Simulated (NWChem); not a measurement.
System meant: C$_{8}$H$_{5}$FO; SMILES Fc1cccc2ccoc12

NWChem input:

```
start job
memory heap 200 mb stack 900 mb global 1100 mb
geometry units angstroms noautoz
  F      1.933833    -1.625077     0.000000
  C      0.691222    -1.158226     0.000000
  C     -0.397165    -2.014440     0.000000
  C     -1.706958    -1.501597     0.000000
  C     -1.955181    -0.135862     0.000000
  C     -0.855314     0.737075     0.000000
  C     -0.670019     2.166015     0.000000
  C      0.672470     2.366243     0.000000
  O      1.367662     1.201747     0.000000
  C      0.448792     0.213799     0.000000
  H     -0.210977    -3.090139     0.000000
  H     -2.543456    -2.203995     0.000000
  H     -2.976618     0.249163     0.000000
  H     -1.438278     2.935720     0.000000
  H      1.276927     3.270286     0.000000
end
basis spherical
  F library def2-svp
  C library def2-svp
  O library def2-svp
  H library def2-svp
end
dft
  odft
  mult 2
  xc pbe0
  iterations 150
  mulliken
end
task dft energy
```

End of the output:

```
 Summary of "ao basis" -> "" (spherical)
 ------------------------------------------------------------------------------
       Tag                 Description            Shells   Functions and Types
 ---------------- ------------------------------  ------  ---------------------
 F                          def2-svp                 6       14   3s2p1d
 C                          def2-svp                 6       14   3s2p1d
 O                          def2-svp                 6       14   3s2p1d
 H                          def2-svp                 3        5   2s1p

                                 NWChem DFT Module
                                 -----------------

 Summary of "ao basis" -> "ao basis" (spherical)
 ------------------------------------------------------------------------------
       Tag                 Description            Shells   Functions and Types
 ---------------- ------------------------------  ------  ---------------------
 F                          def2-svp                 6       14   3s2p1d
 C                          def2-svp                 6       14   3s2p1d
 O                          def2-svp                 6       14   3s2p1d
 H                          def2-svp                 3        5   2s1p

      Symmetry analysis of basis
      --------------------------

        a'        120
        a"         45

  number of electrons :                   70
  multiplicity        :                    2
 ------------------------------------------------------------------------
  no. of electrons and multiplicity not compatible                  70
 ------------------------------------------------------------------------
 ------------------------------------------------------------------------
  current input line :
    33: task dft energy
 ------------------------------------------------------------------------
 ------------------------------------------------------------------------
 There is an error in the input file
 ------------------------------------------------------------------------
 For more information see the NWChem manual at https://nwchemgit.github.io

0: no. of electrons and multiplicity not compatible:Received an Error in Communication
```

**Question.** Can this run be used? If not, why, and what is the fix?

**Answer.** The input was rejected before any calculation. Cause: the multiplicity doesn't fit the number of electrons (an even count wants an odd multiplicity, and the reverse). This input runs:
```
start job
memory heap 200 mb stack 900 mb global 1100 mb
geometry units angstroms noautoz
  F      1.933833    -1.625077     0.000000
  C      0.691222    -1.158226     0.000000
  C     -0.397165    -2.014440     0.000000
  C     -1.706958    -1.501597     0.000000
  C     -1.955181    -0.135862     0.000000
  C     -0.855314     0.737075     0.000000
  C     -0.670019     2.166015     0.000000
  C      0.672470     2.366243     0.000000
  O      1.367662     1.201747     0.000000
  C      0.448792     0.213799     0.000000
  H     -0.210977    -3.090139     0.000000
  H     -2.543456    -2.203995     0.000000
  H     -2.976618     0.249163     0.000000
  H     -1.438278     2.935720     0.000000
  H      1.276927     3.270286     0.000000
end
basis spherical
  F library def2-svp
  C library def2-svp
  O library def2-svp
  H library def2-svp
end
dft
  xc pbe0
  iterations 150
  mulliken
end
task dft energy
```
It converges to -482.02448 Ha (PBE0/def2-SVP).
